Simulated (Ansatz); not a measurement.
`Cl[SiH2][SbH2]` + `BN` → `BN[SiH2]Cl` + `[SbH3]` at 500 K and 1 bar (cleavage of the Si–Sb bond).

Program: Ansatz. Geometries: PBE0-D4/def2-TZVP. ΔE: electronic, gas phase. CCSD(T)/CBS is the MP2 limit (def2-TZVPP, def2-QZVPP) plus CCSD(T) − MP2 in def2-TZVPP, frozen cores. This one scheme is used for every species. def2 core potentials past Kr. For Sb outer-core shells are correlated without core-valence functions, which leaves a few kJ/mol of doubt a bond. One conformer a species, not always the lowest.

```tsv
species	CCSD(T)/CBS energy (Eh)	H − E (kJ/mol)	S (J/(mol·K))
`Cl[SiH2][SbH2]`	-991.31414	123.2	390.1
`BN`	-81.93499	148.8	257.4
`BN[SiH2]Cl`	-831.46864	191.6	379.3
`[SbH3]`	-241.78682	70.2	256.6
```

H − E and S are ideal-gas, rigid-rotor, harmonic terms from PBE0-D4/def2-TZVP, for one conformer and one mirror image of each species. 1 Eh = 2625.50 kJ/mol, R = 8.31446 J/(mol·K).

Task: By hand: ΔE, ΔH, ΔS and ΔG.

Result: ΔE = (-831.46864) + (-241.78682) − (-991.31414) − (-81.93499) = -0.00633 Eh = -16.6 kJ/mol. Δ(H − E) = 191.6 + 70.2 − 123.2 − 148.8 = -10.2, so ΔH = -26.8 kJ/mol. ΔS = 379.3 + 256.6 − 390.1 − 257.4 = -11.6 J/(mol·K). ΔG = -26.8 − 500 × (-11.6)/1000 = -21.0 kJ/mol.

Task: By hand: the equilibrium constant, and the temperature at which ΔG would vanish if ΔH and ΔS stayed fixed.

Result: log₁₀ K = −ΔG/(RT ln 10) = 2.2. ΔG = 0 at ΔH/ΔS = 2310 K, though so small a ΔS makes that figure unsure.

The number of gas molecules stays the same, so ΔS is small and ΔH decides. A doubt of 5 kJ/mol in ΔE shifts log₁₀ K by 0.5 here. Other conformers and mirror images would add mixing entropy, several J/(mol·K) or more a flexible species. Modes under 60 cm⁻¹, often nearly free rotors, make the harmonic entropy too high. These are equilibria of isolated gas molecules and say nothing of rates. Largest T1 diagnostic: 0.014 (customary marks: 0.02 for closed shells, 0.045 for open ones).
